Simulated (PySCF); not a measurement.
HIn(OH) (doublet). Level of theory: PySCF, UPBE0, basis In def2-TZVP with ECP28, H def2-TZVP, O def2-TZVP (scalar-relativistic core potentials, no spin–orbit coupling, density fitting).

Harmonic bands of its minimum:

| ω (cm⁻¹) | IR (km/mol) |
| --- | --- |
| 350 | 52.6 |
| 404 | 33.9 |
| 564 | 90.7 |
| 732 | 112 |
| 1584 | 205 |
| 3896 | 56.2 |

**Question.** The central atom is In. Infer the point group and assign the bands.

**Answer.** Cs. The modes span a'' + 5a': 350 a'', 404 a', 564 a', 732 a', 1584 a', 3896 a'. The computed geometry has In–H 1.767 Å, In–O 2.004 Å, O–H 0.960 Å; H–In–O 113.7°, H–O–In 115.0°.

Only a few start shapes were tried, so a lower isomer may exist. No spin–orbit coupling is included, which matters more the heavier the element.
